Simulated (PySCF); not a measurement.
O (SMILES [O]), triplet; DF-HF/cc-pVTZ (PySCF).

The PySCF input:
```python
from pyscf import gto, scf

mol = gto.Mole()
mol.atom = '''
    O     0.000000    0.000000    0.000000
'''
mol.basis = 'cc-pvtz'
mol.charge = 0
mol.spin = 2
mol.verbose = 4
mol.build()

mf = scf.UHF(mol)
mf = mf.density_fit(auxbasis='def2-universal-jkfit')
mf.kernel()
```

It wrote (shortened):

```
PySCF version 2.14.0

[INPUT] verbose = 4
[INPUT] num. atoms = 1
[INPUT] num. electrons = 8
[INPUT] charge = 0
[INPUT] spin (= nelec alpha-beta = 2S) = 2
[INPUT] symmetry False subgroup None
[INPUT] Mole.unit = angstrom
[INPUT] Symbol           X                Y                Z      unit          X                Y                Z       unit  Magmom
[INPUT]  1 O      0.000000000000   0.000000000000   0.000000000000 AA    0.000000000000   0.000000000000   0.000000000000 Bohr   0.0

nuclear repulsion = 0
number of shells = 9
number of NR pGTOs = 42
number of NR cGTOs = 30
basis = cc-pvtz
ecp = {}

******** <class 'pyscf.df.df_jk.DFUHF'> ********
method = DFUHF
initial guess = minao
damping factor = 0
level_shift factor = 0
DIIS = <class 'pyscf.scf.diis.CDIIS'>
diis_start_cycle = 1
diis_space = 8
diis_damp = 0
SCF conv_tol = 1e-09
SCF conv_tol_grad = None
SCF max_cycles = 50
direct_scf = False
number electrons alpha = 5  beta = 3
Set gradient conv threshold to 3.16228e-05
******** <class 'pyscf.df.df.DF'> ********
auxbasis = def2-universal-jkfit
init E= -74.277702843492

cycle= 1 E= -74.7854546007302  delta_E= -0.508  |g|= 0.233  |ddm|= 0.586
cycle= 2 E= -74.808866148119  delta_E= -0.0234  |g|= 0.0867  |ddm|= 0.16
cycle= 3 E= -74.8112249955298  delta_E= -0.00236  |g|= 0.0239  |ddm|= 0.0429
cycle= 4 E= -74.8116945370354  delta_E= -0.00047  |g|= 0.00745  |ddm|= 0.0251
cycle= 5 E= -74.8117526193049  delta_E= -5.81e-05  |g|= 0.00168  |ddm|= 0.0102
cycle= 6 E= -74.811755840002  delta_E= -3.22e-06  |g|= 0.000318  |ddm|= 0.00251
cycle= 7 E= -74.8117559614177  delta_E= -1.21e-07  |g|= 5.34e-05  |ddm|= 0.000516
cycle= 8 E= -74.8117559638547  delta_E= -2.44e-09  |g|= 4.63e-06  |ddm|= 6.51e-05
cycle= 9 E= -74.8117559638746  delta_E= -1.99e-11  |g|= 4.21e-07  |ddm|= 6.62e-06
Extra cycle  E= -74.8117559638747  delta_E= -1.14e-13  |g|= 1.17e-07  |ddm|= 3.36e-07
converged SCF energy = -74.8117559638747  <S^2> = 2.007198  2S+1 = 3.0047948
```
